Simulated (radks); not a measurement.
Species: Pb17+. Configuration: [Kr] 4d10 4f14 5s2 5p3. Calculated with a radial shooting solver on a logarithmic mesh with Libxc functionals: Dirac Kohn-Sham, PBEsol, spin-unpolarised, spherical densities, point nucleus; open shells fill j = l - 1/2 first.

Spin-orbit splittings of the eigenvalues, e(l+1/2) - e(l-1/2), with zeta = 2 splitting/(2l+1) and mean radii in bohr:

shell	occ.	splitting (eV)	zeta (eV)	<r> j=l-1/2	<r> j=l+1/2
2p	6	2189	1460	0.05488	0.06379
3p	6	489.1	326.1	0.1644	0.1806
3d	10	104.2	41.68	0.1568	0.1618
4p	6	120.7	80.47	0.3840	0.4179
4d	10	22.72	9.086	0.4210	0.4317
4f	14	5.277	1.508	0.4373	0.4427
5p	3	29.80	19.87	0.8265	0.8839
5d	0	5.270	2.108	0.9621	0.9786
5f	0	1.128	0.3222	1.137	1.143
6p	0	11.80	7.868	1.468	1.543
